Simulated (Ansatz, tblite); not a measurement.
Forces on the cluster B₂As₂ at its B3LYP-D4/def2-SVP geometry. The state is a singlet with charge 0.

The xTB rows come from tblite. The restricted singlet is unstable towards broken spin symmetry in Hartree–Fock (as tested in another run); at PBE-D4/def2-TZVP this wasn't settled. Another isomer (triplet) lies 1.68 eV lower at PBE0-D4/def2-TZVP; other spin states weren't run for this one.

GFN1-xTB (tblite), largest force 1.00 eV/Å:

```xyz
4
positions Å, forces eV/Å
B     0.286   -0.823    0.727    0.051    0.123   -0.992
B     0.379   -0.667   -0.837   -0.072   -0.077    0.997
As   -0.239    0.905   -1.556   -0.030   -0.093    0.709
As   -0.425    0.585    1.666    0.051    0.047   -0.714
```

GFN2-xTB (tblite), largest force 1.50 eV/Å:

```
B -0.273 0.905 -1.164
B -0.425 0.659 1.282
As 0.312 -0.847 0.613
As 0.386 -0.716 -0.730
```

PBE-D4/def2-TZVP (Ansatz), largest force 0.31 eV/Å:

```
B 0.090 -0.142 -0.261
B 0.059 -0.191 0.237
As -0.078 0.160 0.083
As -0.070 0.174 -0.059
```
